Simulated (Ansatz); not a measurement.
Consider the ligand exchange at the Al–C bond: `[CH3][Al]([OH])[SiH3]` + CH₃OH → `C[O][Al]([OH])[SiH3]` + CH₄.

Calculated with Ansatz (gas phase, PBE0-D4/def2-TZVP geometries, no zero-point term in ΔE). CCSD(T)/CBS adds triple-zeta CCSD(T) − MP2 to the extrapolated MP2 energy (def2 sets, frozen cores). This one scheme is used for every species. Functionals use def2-TZVPP. HSE06 is defined as in plane-wave codes. Each species was taken in one conformer, which may not be the lowest.

CCSD(T)/CBS gives -143.5 kJ/mol.

Problem. Another level gave -144.9 kJ/mol. Which?
A. HSE06-D4/def2-TZVPP
B. revPBE/def2-TZVPP
C. CCSD(T)/def2-TZVPP
D. CAM-B3LYP/def2-TZVPP

Solution. C. CCSD(T)/def2-TZVPP -144.9, CAM-B3LYP -149.4, HSE06-D4 -135.9, revPBE -130.5 kJ/mol.

Largest T1 diagnostic among the species: 0.013.

Leaving LDA and LC-ωPBE aside and taking each functional with its dispersion term where it has one, the values, not all of them listed here, spread over 19.1 kJ/mol, from BHLYP-D4 to revPBE-D4. In def2-TZVPP, CCSD(T) changes the Hartree–Fock value by +10.3 kJ/mol (the triples alone add +1.2 kJ/mol) and MP2 by +6.9 kJ/mol. From BLYP to BHLYP (50 % exact exchange), in def2-TZVPP and without D4, ΔE moves by −6.6 kJ/mol.
